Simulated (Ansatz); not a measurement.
`[SiH3]C[SiH](Cl)Cl`, charge 0, multiplicity 1.

Task: Give a relaxed structure at PBE0-D4/def2-TZVP (Ansatz). (Best estimate.)

Result: The calculation gave: 
```xyz
11

Si   -0.5573    1.5104   -0.1378
C    -0.5352   -0.3396   -0.4797
Si    0.7824   -1.3352    0.3451
Cl    0.6097   -1.1739    2.3795
Cl    2.6298   -0.6559   -0.2211
H    -1.6875    2.1258   -0.8822
H    -0.7423    1.7644    1.3125
H     0.7115    2.1330   -0.5904
H    -0.4355   -0.4936   -1.5605
H    -1.5016   -0.7616   -0.1799
H     0.7259   -2.7739    0.0145
```
Point group Cs.
This is one stationary point; other conformers may exist.
